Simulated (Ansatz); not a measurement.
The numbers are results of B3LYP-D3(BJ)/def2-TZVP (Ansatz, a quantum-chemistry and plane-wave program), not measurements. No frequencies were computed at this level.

Ansatz 0.2 input:
```yaml
crystal:
  periodic: [false, false, false]
  atoms:
    - { symbol: C, position_ang: [-0.87911, -0.030237, 0.004871] }
    - { symbol: In, position_ang: [1.38317, 0.833284, -0.085859] }
    - { symbol: H, position_ang: [-0.987217, -0.774891, -0.77842] }
    - { symbol: H, position_ang: [-1.54953, 0.809391, -0.156297] }
    - { symbol: H, position_ang: [-1.033846, -0.473333, 0.984421] }
    - { symbol: H, position_ang: [3.066532, -0.364215, 0.031284] }
basis:
  gaussian: { orbitals: def2-tzvp }
hamiltonian:
  xc: b3lyp
  dispersion: d3bj
relax:
  max_steps: 150
magnetization:
  spin_polarized: true
  initial_magnetization: 1
```

Output:

```
Functional definition: B3LYP
821 factors; their error is unknown
mean field evaluation 1: about -6267.0012 eV, gradient 4.4e1 eV
mean field evaluation 2: about -6240.4287 eV, gradient 6.7e1 eV
mean field evaluation 4: about -6276.7223 eV, gradient 5.4e0 eV
mean field evaluation 8: about -6276.8949 eV, gradient 1.5e-1 eV
mean field evaluation 16: about -6276.9287 eV, gradient 9.5e-4 eV
mean field -6276.92868454 eV, -230.6728745018 hartree, gradient 6.4e-5 eV, S^2 0.759484; 0 other end points of the search recorded, 0 dependent functions left out
reference -6276.92894342 eV, -230.6728840154 hartree; 16, 15 occupied and 89, 90 virtual orbitals, 821 factors
relax step   1: F+E_penalty+E_count = -6277.08995593 eV  Δ(F+E_penalty+E_count) = +0.000e0 eV  max|allowed force component| = 1.009e0 eV/Å  Δτ_max = 0.0000 Å  (33 SCF iters, accepted)
these checks for a lower state are left out or cut short: starts, cluster_reference, orbital_swaps, neighbouring_geometries, increment
821 factors; their error is unknown
mean field -6277.21868489 eV, -230.6835318181 hartree, gradient 1.9e-5 eV, S^2 0.754311; 0 other end points of the search recorded, 0 dependent functions left out
reference -6277.21894368 eV, -230.6835413285 hartree; 16, 15 occupied and 89, 90 virtual orbitals, 821 factors
relax step   2: F+E_penalty+E_count = -6277.37154237 eV  Δ(F+E_penalty+E_count) = -2.816e-1 eV  max|allowed force component| = 5.606e-1 eV/Å  Δτ_max = 0.1961 Å  (37 SCF iters, accepted)
these checks for a lower state are left out or cut short: starts, cluster_reference, orbital_swaps, neighbouring_geometries, increment
821 factors; their error is unknown
mean field evaluation 32: about -6277.2591 eV, gradient 1.2e-3 eV
mean field -6277.25907244 eV, -230.6850160333 hartree, gradient 1.8e-5 eV, S^2 0.752979; 0 other end points of the search recorded, 0 dependent functions left out
reference -6277.25932902 eV, -230.6850254625 hartree; 16, 15 occupied and 89, 90 virtual orbitals, 821 factors
relax step   3: F+E_penalty+E_count = -6277.41429032 eV  Δ(F+E_penalty+E_count) = -4.275e-2 eV  max|allowed force component| = 2.042e-1 eV/Å  Δτ_max = 0.1951 Å  (35 SCF iters, accepted)
these checks for a lower state are left out or cut short: starts, cluster_reference, orbital_swaps, neighbouring_geometries, increment
821 factors; their error is unknown
mean field -6277.27961410 eV, -230.6857709253 hartree, gradient 2.2e-5 eV, S^2 0.753324; 0 other end points of the search recorded, 0 dependent functions left out
reference -6277.27987052 eV, -230.6857803484 hartree; 16, 15 occupied and 89, 90 virtual orbitals, 821 factors
relax step   4: F+E_penalty+E_count = -6277.43466523 eV  Δ(F+E_penalty+E_count) = -2.037e-2 eV  max|allowed force component| = 1.308e-1 eV/Å  Δτ_max = 0.0843 Å  (34 SCF iters, accepted)
these checks for a lower state are left out or cut short: starts, cluster_reference, orbital_swaps, neighbouring_geometries, increment
821 factors; their error is unknown
mean field -6277.28048252 eV, -230.6858028391 hartree, gradient 2.2e-5 eV, S^2 0.753413; 0 other end points of the search recorded, 0 dependent functions left out
reference -6277.28073811 eV, -230.6858122319 hartree; 16, 15 occupied and 89, 90 virtual orbitals, 821 factors
relax step   5: F+E_penalty+E_count = -6277.43567972 eV  Δ(F+E_penalty+E_count) = -1.014e-3 eV  max|allowed force component| = 1.721e-1 eV/Å  Δτ_max = 0.0347 Å  (35 SCF iters, accepted)
these checks for a lower state are left out or cut short: starts, cluster_reference, orbital_swaps, neighbouring_geometries, increment
821 factors; their error is unknown
mean field -6277.28132859 eV, -230.6858339315 hartree, gradient 1.8e-5 eV, S^2 0.753434; 0 other end points of the search recorded, 0 dependent functions left out
reference -6277.28158422 eV, -230.6858433259 hartree; 16, 15 occupied and 89, 90 virtual orbitals, 821 factors
relax step   6: F+E_penalty+E_count = -6277.43654658 eV  Δ(F+E_penalty+E_count) = -8.669e-4 eV  max|allowed force component| = 5.769e-3 eV/Å  Δτ_max = 0.0068 Å  (36 SCF iters, accepted)
821 factors; their error is unknown
mean field evaluation 64: about -6277.2489 eV, gradient 2.7e-1 eV
mean field -6277.28132859 eV, -230.6858339315 hartree, gradient 2.4e-5 eV, S^2 0.753434; 1 other end points of the search recorded, 0 dependent functions left out
reference -6277.28158422 eV, -230.6858433259 hartree; 16, 15 occupied and 89, 90 virtual orbitals, 821 factors
Total energy: -6277.43680222 eV, -230.6915474821 hartree
Atom 0 at    -0.754851     0.000915    -0.001517 Å, force     0.003278     0.005769     0.002635 eV/Å
Atom 1 at     1.319510     0.796377    -0.083649 Å, force    -0.004110    -0.001415    -0.001812 eV/Å
Atom 2 at    -0.852886    -0.760133    -0.777292 Å, force    -0.000154     0.000353     0.001097 eV/Å
Atom 3 at    -1.491162     0.786276    -0.150789 Å, force     0.000013    -0.002595     0.000125 eV/Å
Atom 4 at    -0.894778    -0.461145     0.977275 Å, force    -0.000274    -0.001354    -0.003139 eV/Å
Atom 5 at     2.674167    -0.362292     0.035972 Å, force     0.001249    -0.000758     0.001094 eV/Å
Dipole moment:    -0.131836     0.066863    -0.006817 e Å
```

Cost: roughly 16 core-seconds.
